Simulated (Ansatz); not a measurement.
# F2H4O2Si2: where a starting geometry ends

The starting geometry of this gas-phase singlet was optimised with GFN2-xTB; its bonds are those of `O[Si](F)(F)O[SiH3]`.

```yaml
atoms:
  - { symbol: F, position_ang: [-0.8009, 1.8414, 0.5376] }
  - { symbol: F, position_ang: [-2.3099, 0.5696, -0.9999] }
  - { symbol: O, position_ang: [-2.3268, -0.0654, 1.5525] }
  - { symbol: O, position_ang: [-0.2417, -0.6271, 0.0855] }
  - { symbol: Si, position_ang: [-1.4251, 0.3961, 0.3145] }
  - { symbol: Si, position_ang: [0.3677, -2.0679, -0.3887] }
  - { symbol: H, position_ang: [-3.0814, 0.4441, 1.8364] }
  - { symbol: H, position_ang: [-0.3572, -3.1131, 0.3302] }
  - { symbol: H, position_ang: [0.1666, -2.1637, -1.8328] }
  - { symbol: H, position_ang: [1.7678, -1.9493, 0.0024] }
```

Question: Predict what becomes of its bonds when it is optimised with PBE0-D3(BJ)/def2-SVP.

Answer: It keeps its bonds, and is `O[Si](F)(F)O[SiH3]`.

The energy falls by 0.16 eV over 45 steps:

```tsv
step	E − E(last) (eV)
1	0.156
6	0.014
11	0.013
16	0.010
21	0.008
25	0.006
30	0.002
35	0.000
40	0.000
45	0.000
```

Final geometry (Å):

```yaml
atoms:
  - { symbol: F, position_ang: [-0.8186, 1.8971, 0.2945] }
  - { symbol: F, position_ang: [-2.8166, 0.6958, -0.7331] }
  - { symbol: O, position_ang: [-1.9037, -0.1401, 1.6268] }
  - { symbol: O, position_ang: [-0.5096, -0.5769, -0.5719] }
  - { symbol: Si, position_ang: [-1.5078, 0.4552, 0.1618] }
  - { symbol: Si, position_ang: [0.2788, -2.0405, -0.4113] }
  - { symbol: H, position_ang: [-2.4963, 0.3631, 2.1920] }
  - { symbol: H, position_ang: [-0.7193, -3.1315, -0.2233] }
  - { symbol: H, position_ang: [1.0549, -2.2663, -1.6597] }
  - { symbol: H, position_ang: [1.1972, -1.9911, 0.7618] }
```

Frequencies at the end are all real (lowest 34 cm⁻¹). Run with Ansatz 0.2.0, 61 s on 2 threads of Intel(R) Xeon(R) 6975P-C (Granite Rapids), with other jobs on the host.
